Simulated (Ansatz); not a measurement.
AlF$_{3}$, singlet, at a GFN2-xTB geometry (such geometries of metal compounds can be far from the true shape). Base run: B3LYP/cc-pVDZ (Ansatz, a program for electronic structure).

Input for Ansatz:
Ansatz 0.2 input:
```yaml
crystal:
  periodic: [false, false, false]
  atoms:
    - {symbol: Al, position_ang: [0.00000000, -0.00000000, -0.00000000]}
    - {symbol: F, position_ang: [-0.02093275, 1.63085400, 0.03791596]}
    - {symbol: F, position_ang: [1.42318261, -0.79710311, -0.02717492]}
    - {symbol: F, position_ang: [-1.40224986, -0.83375089, -0.01074104]}
basis:
  gaussian:
    orbitals: cc-pVDZ
hamiltonian:
  xc: b3lyp
```

The base run was repeated with changes; each row names its change, and settings that it needs were set with it.

| change | E (Eh) |
|---|---|
| base | -542.18517 |
| functional = pbe0 | -541.76591 |
| functional = wB97X | -542.09985 |
| functional = hf | (withheld) |
| functional = cam_b3lyp | (withheld) |
| functional = B2GP-PLYP | -541.74331 |
| functional = b3lyp; dispersion = d4 | (withheld) |
| functional = lc_wpbe | (withheld) |
| functional = pbe; dispersion = d3bj | -541.74219 |
| functional = r2scan | -542.02150 |
| functional = hse06 | -541.74840 |
| functional = PBE-QIDH | -541.58270 |
| functional = wB97M-V | -542.08953 |

**Question.** What belongs in the gaps?

**Answer.** 
- functional = hf, E (Eh): -540.45488
- functional = cam_b3lyp, E (Eh): -542.10552
- functional = b3lyp; dispersion = d4, E (Eh): -542.18837
- functional = lc_wpbe, E (Eh): -541.91464

Totals shift with the method and basis; they matter in differences.
